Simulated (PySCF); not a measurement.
Input of a run (PBE0-D3(BJ)/def2-SVP geometry optimisation, gas phase (PySCF 2.14.0)), started from a GFN2-xTB structure with every atom displaced at random (by about 0.01 Å):
```
{"job": {"xc": "PBE0", "basis": "def2-SVP", "d3": "d3bj", "grid": 1, "shake": 0.01, "kind": "geom"}, "charge": -1, "multiplicity": 1}
C      0.428100     2.190300     2.970040
C     -0.321700     1.424280     1.869120
O      0.588760     0.795640     1.041810
B      0.060450    -0.021390    -0.047700
O     -0.779890    -1.166360     0.468510
C     -0.069300    -2.086400     1.219770
C     -1.018460    -2.976430     2.020620
O     -0.853570     0.853960    -0.851280
C     -1.525250     0.236380    -1.883670
C     -2.559170     1.186280    -2.490710
O      1.136930    -0.584090    -0.838070
C      2.042880     0.356550    -1.344910
C      2.995850    -0.314250    -2.312280
H      1.037350     2.966180     2.518990
H     -0.317590     2.699970     3.616790
H      1.024850     1.558820     3.566260
H     -0.945000     2.123900     1.277810
H     -0.999710     0.692770     2.341930
H      0.545670    -2.732570     0.558860
H      0.602580    -1.575850     1.917770
H     -1.722180    -3.487840     1.332740
H     -1.612460    -2.379280     2.684840
H     -0.466700    -3.700510     2.578940
H     -2.027560    -0.684880    -1.565060
H     -0.786550    -0.076690    -2.685520
H     -3.304740     1.460790    -1.745180
H     -2.069390     2.086620    -2.808440
H     -3.050380     0.735310    -3.340240
H      1.499970     1.147190    -1.898170
H      2.582890     0.854080    -0.544260
H      2.475950    -0.807190    -3.112150
H      3.725770     0.392740    -2.733440
H      3.582650    -1.076490    -1.759830
```

Output (energies in Eh, forces in Eh/bohr):
```
step   0  E = -641.63605922  max force = 0.041409
step   1  E = -641.64446033  max force = 0.012314
step   2  E = -641.64516295  max force = 0.006113
step   3  E = -641.64530915  max force = 0.001551
step   4  E = -641.64535071  max force = 0.000894
step   5  E = -641.64537855  max force = 0.002153
step   6  E = -641.64539520  max force = 0.002120
step   7  E = -641.64540596  max force = 0.000995
step   8  E = -641.64541892  max force = 0.000414
optimisation converged
```

Problem. Summarise the run.

Solution. The energy falls by 5.9 kcal/mol over 9 energy and gradient evaluations, the largest force component goes from 0.0414 to 4.1e-04 Eh/bohr, and the atoms move by 0.185 Å rms after alignment. The bond that changes most is C1–H16 (methyl carbon to methyl hydrogen), which lengthens by 0.049 Å. Bonds longer at the end by more than 0.005 Å: 15 of 32; shorter: 11. Among the angles that change most is C2–C1–H15, from 108.6° to 111.8°. Among the dihedrals that turn most is B4–O5–C6–H19, from -76° to -60°. The energy never rose by more than 1e-6 Eh on the way. The first step brought 90 % of the lowering.

Problem. What are the final bond lengths?

Solution. C1–C2 1.518 Å, C2–O3 1.378 Å, O3–B4 1.466 Å, B4–O5 1.465 Å, O5–C6 1.378 Å, C6–C7 1.519 Å, B4–O8 1.466 Å, O8–C9 1.378 Å, C9–C10 1.519 Å, B4–O11 1.466 Å, O11–C12 1.378 Å, C12–C13 1.519 Å, C1–H14 1.102 Å, C1–H15 1.103 Å, C1–H16 1.103 Å, C2–H17 1.111 Å, C2–H18 1.113 Å, C6–H19 1.111 Å, C6–H20 1.114 Å, C7–H21 1.102 Å, C7–H22 1.103 Å, C7–H23 1.104 Å, C9–H24 1.111 Å, C9–H25 1.114 Å, C10–H26 1.102 Å, C10–H27 1.103 Å, C10–H28 1.104 Å, C12–H29 1.113 Å, C12–H30 1.111 Å, C13–H31 1.103 Å. Numbering counts from 1 in the input's order; the species is `CCO[B-](OCC)(OCC)OCC`.

The run used 282 basis functions and 60 SCF cycles in all.

No frequency check. The geometry's basis has no diffuse functions, a weakness for an anion.

One conformer stands for the species.
